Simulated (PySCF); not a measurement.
C5H6F2O.
Geometry (PBE0-D3(BJ)/def2-SVP, Å), atoms numbered from 1 in this order:
```
atom  x, y, z in Å
C1     2.627   -0.884   -0.033
C2     1.651   -0.023   -0.153
C3     0.671    0.843   -0.253
C4    -0.476    0.929    0.714
O5    -1.732    0.817    0.067
C6    -2.025   -0.410   -0.422
F7    -2.249   -1.285    0.586
F8    -3.150   -0.298   -1.126
H9     2.579   -1.866   -0.515
H10    3.523   -0.647    0.550
H11    0.672    1.563   -1.082
H12   -0.378    0.170    1.507
H13   -0.495    1.919    1.192
H14   -1.225   -0.834   -1.058
```

The closed-shell ground state was solved at several levels (PySCF, density fitting, gas phase, non-relativistic).

```csv
level,basis functions,total energy (Eh),HOMO (eV),LUMO (eV),gap (eV),dipole (D)
PBE0/pcSseg-1,166,-468.4401,-8.05,-0.25,7.80,3.16
mPW1PW91/pcSseg-1,166,-468.8264,-8.08,-0.28,7.80,3.18
B3LYP/pcJ-1,276,-469.0001,-7.81,-0.47,7.34,3.16
```

(1) Estimate the row for wB97X-D/def2-SVPD, a basis of 217 functions; the other rows only guide the guess.

(2) Over all these levels, which gives the widest orbital gap and which the narrowest?

(3) How far do the dipole and the HOMO energy spread over the levels?

## Answers

(1) Total energy -468.5141 Eh, HOMO -9.93 eV, LUMO 1.50 eV, gap 11.43 eV, dipole 3.30 D.

(2) wB97X-D/def2-SVPD (range-separated hybrid) has the widest, 11.43 eV, and B3LYP/pcJ-1 (global hybrid, 20 % exact exchange) the narrowest, 7.34 eV. Functional and basis both differ between the two, so the spread mixes both effects.

(3) The dipole runs from 3.16 to 3.30 D (mean 3.20 D) and the HOMO from -9.93 to -7.81 eV.

One conformer stands for the species.

The pairwise dispersion term of wB97X-D wasn't added to the energies; at a given geometry it leaves orbitals and properties as they are.
